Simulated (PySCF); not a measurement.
# Nb+ (niobium, charge +1): UHF calculation

Configuration: [Kr] 4d4, high-spin 5D determinant. Computed with PySCF 2.14 in aug-cc-pVDZ-PP with ECP28MDF (5s5p4d2f, 54 functions), with scalar relativity through the core potential.

```
Total energy                                                  : -55.927002 hartree
One-electron energy                                           : -93.0013 hartree
Hartree (Coulomb) energy                                      : 43.3665 hartree
Exchange energy                                               : -6.2922 hartree
⟨S²⟩                                                          : 6.0032
⟨L²⟩                                                          : 6.050
Sum of ⟨r⟩                                                    : 18.43 bohr
Sum of ⟨r²⟩                                                   : 34.53 bohr²
Traceless quadrupole moment −½Σ⟨3z² − r²⟩ along its main axis : -1.80 e·bohr²
Time after the integrals                                      : 0.32 s of wall time on 1 thread of Intel(R) Xeon(R) Platinum 8375C CPU @ 2.90GHz (shared host)
```

| shell | electrons | mean orbital energy (hartree) | spread (hartree) | rms radius, mean of both spins (bohr) |
| --- | --- | --- | --- | --- |
| 4s α | 1 | -2.97245 | 0 | 1.25 |
| 4s β | 1 | -2.80412 | 0 | 1.25 |
| 4p α | 3 | -1.93820 | 0.02564 | 1.41 |
| 4p β | 3 | -1.70781 | 0.04742 | 1.41 |
| 4d α | 4 | -0.53452 | 0.04130 | 2.20 |

Energies and moments cover only the electrons outside the core potential.
